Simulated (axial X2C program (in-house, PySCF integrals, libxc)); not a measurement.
**RuSe⁺: from the spin-free to the two-component result**

All values were computed with an axial X2C code built on PySCF integrals. Spin-free means the one-electron spin-free X2C Hamiltonian; two-component (2c) means X2C with spin–orbit coupling and atomic mean-field two-electron Coulomb and Gaunt terms, so the difference of the two also holds small scalar two-electron terms. Basis: Ru dyall-cv3z [12s12p8d5f3g], Se dyall-cv3z [8s9p6d4f1g] (cores contracted in-house); Gaussian nuclei, density fitting, unrestricted open shells. Masses: Ru 101.904 u, Se 79.917 u.

Spin-free state: M_S = 5/2, Λ = 0 (beyond evenly filled blocks: σα, π+α, π-α, δ+α, δ-α); fragments Ru+ + Se.

```json
{"level": "HF", "Re (Å)": "2.516", "ωe (cm⁻¹)": "161.3", "De (eV)": "0.961", "μ (D)": "-3.29"}
{"level": "MP2", "Re (Å)": "2.213", "ωe (cm⁻¹)": "312.9", "De (eV)": "2.395", "μ (D)": "n/a"}
```

Correlated methods: 13 electrons correlated (number of frozen shells: Ru 4 s, 3 p, 1 d; Se 3 s, 2 p, 1 d), 307 virtual spin orbitals or spinors in MP2.

Dipoles are positive if Se is the positive end and refer to the centre of mass.

Two-component determinant lowest at the distance of the search:

Ω = 5/2 (⟨Sz⟩ = 2.47, ⟨Lz⟩ = 0.03 at HF); fragments Ru+ + Se.

```csv
level,Re (Å),ωe (cm⁻¹),μ (D)
HF,2.525,158.5,-3.27
MP2,2.215,309.0,n/a
```

Q: From the two tables, how do the constants change at the MP2 level (2c against spin-free)?

A: At the MP2 level Re goes up by 0.002 Å and ωe goes down by 3.9 cm⁻¹.

One determinant describes the state; a PBE0 search over occupations chose it and may have missed a lower one. Dissociation energies refer to the lowest single-determinant-based atoms at the same level and basis. De is not given where an atomic determinant may have missed its ground term or J level, or where the truncated virtual space spoils (T). Other states lie close and PBE0, whose exact exchange favours high spin, may order them wrongly; the determinant shown need not be the ground state. The nearest other spin-free determinant of the search, M_S = 3/2, Λ = 1, lies 0.52 eV up at the distance of the search. With several unpaired electrons one determinant need not be a pure state. This is the top spin component of a Σ state; components of lower Ω are not single determinants and can lie lower.
